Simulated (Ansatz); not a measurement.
Gas-phase electronic energies from Ansatz, PBE0-D4/def2-TZVP geometries. CCSD(T)/CBS is the MP2 limit (def2-TZVPP, def2-QZVPP) plus CCSD(T) − MP2 in def2-TZVPP, frozen cores. def2 core potentials past Kr. For I, Sn, Zr outer-core shells are correlated without core-valence functions, which leaves a few kJ/mol of doubt a bond. One conformer a species, not always the lowest.

Consider the redistribution: `C[O][Zr]([Cl])([Cl])[Cl]` + `[Cl][Sn]([Cl])([Cl])[I]` → `[Cl][Zr]([Cl])([Cl])[I]` + `C[O][Sn]([Cl])([Cl])[Cl]`.

`C[O][Zr]([Cl])([Cl])[Cl]`:

```xyz
9

C    -1.716    0.182   -0.073
O    -0.328    0.034   -0.014
Zr    1.528   -0.162    0.065
Cl    2.496    1.499   -1.272
Cl    2.074   -2.293   -0.737
Cl    2.194    0.079    2.297
H    -1.973    0.976   -0.778
H    -2.174   -0.754   -0.403
H    -2.102    0.441    0.916
```

`[Cl][Sn]([Cl])([Cl])[I]`:

Z-matrix (Å, degrees):
```
Sn
Cl 1 2.297
Cl 1 2.297 2 107.9
I 1 2.635 2 111.0 3 121.8
Cl 1 2.297 2 107.9 3 -116.5
```

`[Cl][Zr]([Cl])([Cl])[I]`:

Cartesian coordinates in Å:
```
Cl -0.396 1.884 1.329
Zr -0.047 -0.016 0.057
Cl 0.887 -1.670 1.377
Cl -2.065 -0.757 -0.797
I 1.621 0.559 -1.966
```

`C[O][Sn]([Cl])([Cl])[Cl]`:

Z-matrix (Å, degrees):
```
C
O 1 1.418
H 1 1.095 2 112.0
H 1 1.095 2 112.0 3 -122.8
H 1 1.092 2 106.9 3 118.6
Sn 2 1.931 1 119.9 3 61.8
Cl 6 2.282 2 107.2 1 179.4
Cl 6 2.298 2 110.0 1 -60.2
Cl 6 2.298 2 109.9 1 59.0
```

```
                   species  HF/def2-QZVPP energy (Eh)
`C[O][Zr]([Cl])([Cl])[Cl]`                -1539.96951
 `[Cl][Sn]([Cl])([Cl])[I]`                -1888.78983
 `[Cl][Zr]([Cl])([Cl])[I]`                -1722.10638
`C[O][Sn]([Cl])([Cl])[Cl]`                -1706.61294
```

Q: Work out ΔE.

A: ΔE = (-1722.10638) + (-1706.61294) − (-1539.96951) − (-1888.78983) = 0.04002 Eh = +105.1 kJ/mol. CCSD(T)/CBS gives +91.3 kJ/mol.

Q: What do rigid-rotor, harmonic-oscillator terms from PBE0-D4/def2-TZVP frequencies (298.15 K, 1 bar) make of the CCSD(T)/CBS value? (Estimate.)

A: Computed: ΔZPE = +0.3 kJ/mol, ΔH = +90.9 kJ/mol, ΔS = 0 J/(mol·K), ΔG = +90.9 kJ/mol. Modes under 50 cm⁻¹ make the entropy rough.

Largest T1 diagnostic among the species: 0.016.

From r2SCAN to r2SCAN0 (25 % exact exchange), in def2-TZVPP and without D4, ΔE moves by +4.0 kJ/mol. At CCSD(T), def2-SVP lies +18.9 kJ/mol from the extrapolated value and def2-TZVPP −5.6 kJ/mol. In def2-TZVPP, CCSD(T) changes the Hartree–Fock value by −20.0 kJ/mol (the triples alone add −6.0 kJ/mol) and MP2 by −21.3 kJ/mol.
